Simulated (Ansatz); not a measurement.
Titanium tetrachloride (`[Cl][Ti]([Cl])([Cl])[Cl]`), relaxed with RKS PBE0-D4/def2-TZVP in the Gaussian-basis code of Ansatz from a PBE-D4/def2-SVP geometry. The force threshold is 0.005 eV/Å; the program also tests the step.

Total charge 0; spin multiplicity 1.

Start:

```xyz
5

Cl   -2.021    0.205    0.775
Ti   -0.001    0.000    0.000
Cl    1.271    1.523    0.883
Cl    0.774   -1.967    0.503
Cl   -0.023    0.240   -2.160
```

(1) By how much does the energy fall, and how many steps does the optimiser take? (Estimate.)

(2) Which bonds change most? (Best estimate.)

(3) Give the relaxed structure. (Estimate.)

Answers

(1) The calculation gave: 0.49 kJ/mol, in 2 steps.

(2) Computed: Cl1–Ti2 from 2.173 to 2.162 Å; Ti2–Cl5 from 2.173 to 2.162 Å; Ti2–Cl4 from 2.173 to 2.162 Å; Ti2–Cl3 from 2.173 to 2.162 Å.

(3) The calculation gave: 
```xyz
5

Cl   -2.010    0.203    0.770
Ti    0.000    0.000    0.000
Cl    1.265    1.517    0.879
Cl    0.769   -1.958    0.500
Cl   -0.024    0.238   -2.149
```
